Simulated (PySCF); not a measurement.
**How methods differ on the excitation energy of Cs**

Cs [Xe] 6s1 (2S) → Cs [Xe] 6p1 (2P), as a difference of total energies. All numbers are calculated (PySCF 2.14, scalar relativity by spin-free X2C-1e, in aug-cc-pVDZ-X2C (8s7p5d, 54 functions)). The calculations carry no spin-orbit coupling.

| method | excitation energy (eV) |
| --- | --- |
| UHF | 1.183 |
| LDA | 1.366 |
| PBE0 | 1.215 |
| r2SCAN | 1.179 |
| BHandHLYP | 1.306 |
| wB97M-V | 1.424 |
| wB97X | 1.226 |

Task: Estimate what PBE gives.

Result: 1.213 eV, closest to PBE0 among the rows shown.

Task: Estimate what MN15 gives.

Result: 1.597 eV, closest to wB97M-V among the rows shown.

For comparison: 1.432 eV (measured; NIST levels, between the centres of gravity of the two terms).
